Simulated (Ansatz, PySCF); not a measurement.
Spin states of Cl2H2O2Ti (SMILES [OH][Ti]([OH])([Cl])[Cl]), each relaxed with B3LYP-D3(BJ)/def2-TZVP.
State 1 (charge 0, multiplicity 1):
```tsv
atom	x (Å)	y (Å)	z (Å)
Ti	0.2987	0.0921	0.1488
Cl	2.1260	0.6937	-0.9437
Cl	0.8706	-0.6150	2.1657
O	-0.4971	-1.2259	-0.7274
H	-0.3560	-2.1201	-1.0485
O	-0.8216	1.4706	0.2767
H	-1.7226	1.6290	-0.0208
```
State 2 (charge 0, multiplicity 3):
```xyz
7

Ti     0.01369     0.04756     0.01468
Cl     2.35156     0.59094    -0.34903
Cl     1.42917    -0.37633     1.94078
O     -0.52056    -1.44394    -0.83058
H     -0.43968    -2.33385    -1.17387
O     -1.05579     1.48652     0.19174
H     -1.88030     1.95340     0.05708
```

Singlets are restricted, other states unrestricted; no spin–orbit coupling, no relativity up to Kr; see below for the cores. The largest T1 diagnostic is 0.024.

Correlated levels freeze the inner cores; with def2 sets outer-core shells near the valence are correlated too. CBS(a, b) extrapolates the correlation energy as X⁻³ and adds the Hartree–Fock energy of set b.

Run with Ansatz (Gaussian basis) for Hartree–Fock, density functionals and correlated methods; PySCF for the dispersion terms. Each number belongs to the level named beside it.

```
level                                energy of the multiplicity-3 state less that of the multiplicity-1 state (eV)
-----------------------------------  -----------------------------------------------------------------------------
PBE/def2-TZVPP                                                                                               3.206
r2SCAN-D3(BJ)/def2-TZVPP                                                                                     3.197
r2SCANh/def2-TZVPP                                                                                               …
B3LYP-D3(BJ)/def2-TZVPP                                                                                      2.885
B3LYP-D4/def2-TZVPP                                                                                          2.890
PBE0-D3(BJ)/def2-TZVPP                                                                                       2.897
CAM-B3LYP-D3(BJ)/def2-TZVPP                                                                                  2.775
CAM-B3LYP-D4/def2-TZVPP                                                                                      2.776
CCSD(T)/CBS(def2-TZVPP, def2-QZVPP)                                                                          3.204
```

### Question
Complete the blanks.

### Answer

- r2SCANh/def2-TZVPP, energy of the multiplicity-3 state less that of the multiplicity-1 state (eV): 3.051

Ansatz is a program for electronic structure.
